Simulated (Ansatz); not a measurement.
Pb₂Se₃. Charge 0, multiplicity 1. Geometry PBE-D4/def2-SVP.

```xyz
5

Pb   -0.5064   -1.2839   -1.8622
Pb    1.4977    0.3280    1.7384
Se   -0.7478    1.6637    1.1172
Se    1.5701   -1.5142   -0.1960
Se   -1.8136    0.8065   -0.7975
```

In the def2 sets Pb takes a core potential; there is no spin–orbit coupling. Another isomer (singlet) lies 0.46 eV lower at PBE0-D4/def2-TZVP; other spin states weren't run for this one.

(1) Estimate the orbital energies around the gap (eV) in Ansatz with PBE-D4/def2-TZVP, r2SCAN-D4/def2-TZVP, B97M-V/def2-TZVP, PBE0-D4/def2-TZVP, r2SCAN0-D4/def2-TZVP.

Answers

(1) 
| orbital | PBE-D4/def2-TZVP | r2SCAN-D4/def2-TZVP | B97M-V/def2-TZVP | PBE0-D4/def2-TZVP | r2SCAN0-D4/def2-TZVP |
| --- | --- | --- | --- | --- | --- |
| HOMO−9 | -12.33 | -12.71 | -12.23 | -13.68 | -13.98 |
| HOMO−8 | -12.08 | -12.46 | -12.00 | -13.42 | -13.71 |
| HOMO−7 | -8.32 | -8.61 | -8.45 | -9.27 | -9.47 |
| HOMO−6 | -7.30 | -7.59 | -7.43 | -8.35 | -8.56 |
| HOMO−5 | -7.05 | -7.34 | -7.25 | -8.15 | -8.36 |
| HOMO−4 | -6.98 | -7.24 | -7.11 | -7.93 | -8.12 |
| HOMO−3 | -6.13 | -6.38 | -6.32 | -7.10 | -7.28 |
| HOMO−2 | -6.02 | -6.27 | -6.21 | -6.98 | -7.17 |
| HOMO−1 | -5.44 | -5.66 | -5.55 | -6.28 | -6.44 |
| HOMO | -5.21 | -5.39 | -5.35 | -6.04 | -6.18 |
| LUMO | -3.19 | -3.15 | -3.16 | -2.64 | -2.62 |
| LUMO+1 | -2.97 | -2.91 | -2.93 | -2.38 | -2.35 |
| LUMO+2 | -2.60 | -2.48 | -2.30 | -1.79 | -1.74 |
| LUMO+3 | -1.92 | -1.70 | -1.70 | -1.29 | -1.18 |
| LUMO+4 | -1.49 | -1.23 | -1.31 | -0.85 | -0.69 |
| LUMO+5 | -1.40 | -1.15 | -1.18 | -0.74 | -0.59 |
